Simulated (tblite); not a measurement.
Species: C₅H₁₄B₂NP.
Bonds: C1–B2, B2–N3, N3–C4, C4–B5, B5–P6, B5–C7, C7–C8, C8–C9, C7–C9. Hydrogens: H10, H11, H12 on C1; H13 on B2; H14 on N3; H15, H16 on C4; H17, H18 on P6; H19 on C7; H20, H21 on C8; H22, H23 on C9.

Computed with GFN2-xTB (tblite), gas phase: L-BFGS steps from a force-field or distance-geometry start until the largest atomic force falls under 0.01 eV/Å.

Geometry at step 51:
```
atom  x, y, z in Å
C1     -3.8042   -0.9211    0.1934
B2     -2.8116    0.1513   -0.4159
N3     -1.5043    0.2256    0.0089
C4     -0.4760    1.0946   -0.5329
B5      0.9959    0.5285   -0.5820
P6      2.2279    1.4396   -1.6986
C7      1.4105   -0.7192    0.2433
C8      2.8411   -1.1941    0.2908
C9      2.2818   -0.4743    1.4701
H10    -4.8140   -0.5392    0.3092
H11    -3.4944   -1.3204    1.1553
H12    -3.8821   -1.7711   -0.4833
H13    -3.1578    0.8874   -1.2648
H14    -1.1508   -0.3536    0.7526
H15    -0.4310    2.0133    0.0828
H16    -0.7992    1.4310   -1.5249
H17     3.1220    1.8230   -0.7111
H18     1.5532    2.6493   -1.7218
H19     0.6668   -1.5007    0.3787
H20     3.5494   -0.6698   -0.3407
H21     3.0155   -2.2595    0.3704
H22     2.5940    0.5458    1.6636
H23     2.0623   -1.0394    2.3670
```

Problem. What forces act on the atoms?

Solution. 
| atom | Fx (eV/Å) | Fy (eV/Å) | Fz (eV/Å) |
| --- | --- | --- | --- |
| C1 | -0.040 | -0.095 | 0.026 |
| B2 | -0.097 | 0.012 | -0.040 |
| N3 | -0.017 | 0.080 | -0.098 |
| C4 | -0.030 | 0.021 | -0.019 |
| B5 | 0.039 | -0.086 | -0.013 |
| P6 | 0.008 | 0.045 | 0.095 |
| C7 | 0.014 | 0.061 | 0.060 |
| C8 | -0.003 | 0.038 | 0.022 |
| C9 | 0.029 | -0.074 | -0.078 |
| H10 | -0.048 | 0.070 | 0.009 |
| H11 | 0.073 | 0.016 | 0.069 |
| H12 | 0.005 | -0.018 | -0.053 |
| H13 | -0.011 | -0.044 | -0.034 |
| H14 | -0.049 | -0.079 | 0.102 |
| H15 | 0.014 | 0.008 | -0.047 |
| H16 | -0.055 | 0.029 | 0.046 |
| H17 | -0.017 | 0.012 | -0.063 |
| H18 | 0.098 | 0.050 | -0.002 |
| H19 | 0.028 | 0.021 | 0.043 |
| H20 | -0.007 | -0.099 | 0.078 |
| H21 | 0.028 | 0.123 | 0.005 |
| H22 | 0.026 | -0.154 | -0.028 |
| H23 | 0.012 | 0.064 | -0.078 |

The largest, 0.16 eV/Å, acts on H22; the rms over all components is 0.057 eV/Å. The forces sum to zero within rounding, as they must for an isolated molecule in no field.

Problem. Give the force on H22 in Eh/bohr and in nN.

Solution. 0.159 eV/Å ÷ 51.422 = 0.00309 Eh/bohr, and 0.159 eV/Å × 1.602 = 0.25 nN.

Problem. How far is this geometry from the end of the optimisation?

Solution. 0.114 eV above it, and 0.614 Å rms away after alignment. The bonds farthest from their final lengths, with half the difference of the two atoms' forces along the bond (positive lengthens):

| bond | now (Å) | final (Å) | force along bond (eV/Å) |
| --- | --- | --- | --- |
| C7–C8 | 1.508 | 1.522 | -0.01 |
| C4–B5 | 1.578 | 1.591 | +0.05 |
| C8–C9 | 1.491 | 1.479 | -0.07 |
| B5–C7 | 1.552 | 1.545 | -0.04 |
| C4–H15 | 1.107 | 1.102 | -0.01 |
| P6–H17 | 1.386 | 1.382 | -0.07 |

The angle farthest from its final value is B5–C7–C9, 116.8° against 122.2°.

Of the 3 listed bonds off by 0.010 Å or more, this force points towards the final length in 2.

What follows is the cost of the whole relaxation. The run took 1.7 s wall on one thread of an Arm Neoverse V1, no GPU, shared host with 32 logical CPUs at a one-minute load of 8.2.
